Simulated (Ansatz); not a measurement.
Molecule: C3H8ISi, charge 0, multiplicity 2. It need not be the lowest isomer of its formula. 
Structure (B3LYP-D3(BJ)/def2-TZVP (Ansatz, a program for electronic structure) minimum search):
```
Si
C 1 1.8293
H 2 1.0843 1 122.40
H 2 1.0843 3 114.73 1 172.33
C 1 1.8662 2 112.18 3 -158.22
H 5 1.0907 1 110.92 2 -53.95
H 5 1.0908 6 108.11 1 121.65
H 5 1.0932 6 108.39 7 117.37
C 1 1.8662 2 112.18 3 -30.04
H 9 1.0907 1 110.92 2 53.95
H 9 1.0908 10 108.11 1 -121.65
H 9 1.0932 10 108.39 11 -117.37
I 1 2.5081 2 105.46 3 85.87
```
Charge 0, spin multiplicity 2.

Total electronic energies in hartree. Cores are frozen in the correlated levels unless marked. UHF or UKS for open shells. Spin-orbit coupling is left out. Frozen are the shells of the preceding noble gas and the d and f shells that filled before the atom's block. In def2 rows, elements after Kr have scalar-relativistic effective core potentials. STO-3G rows are all-electron and non-relativistic. CBS marks a two-point X^-3 extrapolation of the correlation energy; Hartree-Fock from the larger set. [CCSD(T)-MP2]/basis is that difference in the basis named.

```json
[
 {"level": "HF/def2-SVP", "program": "Ansatz", "energy (Eh)": "-703.70532"},
 {"level": "PBE/def2-TZVPD", "program": "Ansatz", "energy (Eh)": "…"},
 {"level": "BLYP-D3(BJ)/def2-TZVPD", "program": "Ansatz + dftd3", "energy (Eh)": "-706.29858"},
 {"level": "revPBE-D3(BJ)/def2-TZVPD", "program": "Ansatz + dftd3", "energy (Eh)": "-706.37961"},
 {"level": "B3LYP-D3(BJ)/def2-TZVPD", "program": "Ansatz + dftd3", "energy (Eh)": "-706.55450"},
 {"level": "LC-wPBE-D4/def2-TZVPD", "program": "Ansatz + dftd4", "energy (Eh)": "…"},
 {"level": "B2GP-PLYP/def2-TZVPD", "program": "Ansatz", "energy (Eh)": "-705.74652"},
 {"level": "RPA@PBE/def2-TZVPP", "program": "Ansatz", "energy (Eh)": "-705.22099"},
 {"level": "MP2/def2-SVP", "program": "Ansatz", "energy (Eh)": "-704.30209"},
 {"level": "SCS-MP2/def2-SVP", "program": "Ansatz", "energy (Eh)": "-704.30203"},
 {"level": "CCSD/STO-3G", "program": "Ansatz", "energy (Eh)": "-7253.46619"},
 {"level": "CCSD/def2-TZVPP", "program": "Ansatz", "energy (Eh)": "-704.77344"},
 {"level": "CCSD(T)/def2-QZVPP", "program": "Ansatz", "energy (Eh)": "-704.87937"},
 {"level": "RI-MP2/CBS(def2-TZVPP,def2-QZVPP)+[CCSD(T)-MP2]/def2-TZVPP", "program": "Ansatz", "energy (Eh)": "-704.9275"},
 {"level": "CCSD(T)/CBS(def2-TZVPP,def2-QZVPP)", "program": "Ansatz", "energy (Eh)": "-704.9213"}
]
```

Task: Complete the blanks.

Result: 
- PBE/def2-TZVPD, energy (Eh): -706.07000
- LC-wPBE-D4/def2-TZVPD, energy (Eh): -706.29650
